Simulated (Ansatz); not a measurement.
Geometry optimisation, RKS PBE0/def2-SVP in Ansatz.

The input (input.yaml):

```yaml
crystal:
  periodic: [false, false, false]
  atoms:
    - { symbol: B, position_ang: [0.094875, 0.488965, -0.353936] }
    - { symbol: O, position_ang: [-0.446709, -0.280696, 2.069069] }
    - { symbol: H, position_ang: [-1.408205, -0.226248, 2.120108] }
    - { symbol: H, position_ang: [1.141945, -0.105934, -0.42333] }
    - { symbol: Cl, position_ang: [-1.228713, -0.275316, -1.230176] }
    - { symbol: Si, position_ang: [-0.186091, 2.256127, 0.479187] }
    - { symbol: H, position_ang: [-1.589325, 2.427656, 0.982919] }
    - { symbol: H, position_ang: [0.729891, 2.466014, 1.651484] }
    - { symbol: H, position_ang: [0.082722, 3.383048, -0.474214] }
    - { symbol: H, position_ang: [-0.13629, 0.536883, 2.51669] }
basis:
  gaussian: { orbitals: def2-SVP }
hamiltonian:
  xc: pbe0
relax:
  f_tol: 0.03
  max_steps: 50
```

Command:

```bash
$ ansatz run input.yaml --threads 2 --pin off --max-ram 3072MiB --backend cpu --events-out ev --progress --plain --runs-dir out
```

Task: Where does it end, and by what steps?

Result: The run converged. After 25 steps the energy has fallen by 0.523 eV; H3 moved furthest, 1.40 Å. Joined: B1–O2 (2.60 → 1.65 Å).

| step | energy less start (eV) | largest force component (eV/Å) | accepted |
| --- | --- | --- | --- |
| 0 | 0.0000 | 0.866 | yes |
| 1 | 0.0102 | 1.954 | no |
| 2 | -0.0526 | 0.852 | yes |
| 3 | -0.1133 | 0.814 | yes |
| 4 | -0.2281 | 0.717 | yes |
| 5 | -0.3348 | 1.129 | yes |
| 6 | -0.4034 | 0.417 | yes |
| 7 | -0.4242 | 0.170 | yes |
| 8 | -0.4280 | 0.257 | yes |
| 9 | -0.4372 | 0.114 | yes |
| 10 | -0.4398 | 0.070 | yes |
| 11 | -0.4412 | 0.108 | yes |
| 12 | -0.4421 | 0.145 | yes |
| 13 | -0.4044 | 1.179 | no |
| 14 | -0.4447 | 0.108 | yes |
| 15 | -0.4458 | 0.272 | yes |
| 16 | -0.4521 | 0.136 | yes |
| 17 | -0.4598 | 0.212 | yes |
| 18 | -0.4727 | 0.282 | yes |
| 19 | -0.4980 | 0.123 | yes |
| 20 | -0.4453 | 0.696 | no |
| 21 | -0.5079 | 0.069 | yes |
| 22 | -0.5141 | 0.219 | yes |
| 23 | -0.5155 | 0.387 | yes |
| 24 | -0.5226 | 0.049 | yes |
| 25 | -0.5230 | 0.017 | yes |

```xyz
10
Properties=species:S:1:pos:R:3
B -0.044 0.469 0.280
O -0.363 -0.204 1.751
H -0.503 -1.156 1.607
H 1.008 -0.048 -0.026
Cl -1.453 -0.118 -0.766
Si -0.066 2.481 0.547
H -1.326 2.890 1.268
H 1.072 3.010 1.371
H -0.057 3.206 -0.762
H -1.214 0.142 2.067
```

Whether the end is a true minimum wasn't checked by a vibrational analysis.

The run took 39 s on 2 threads of Intel(R) Xeon(R) 6975P-C (Granite Rapids), on a shared host, peak memory 0.2 GiB.
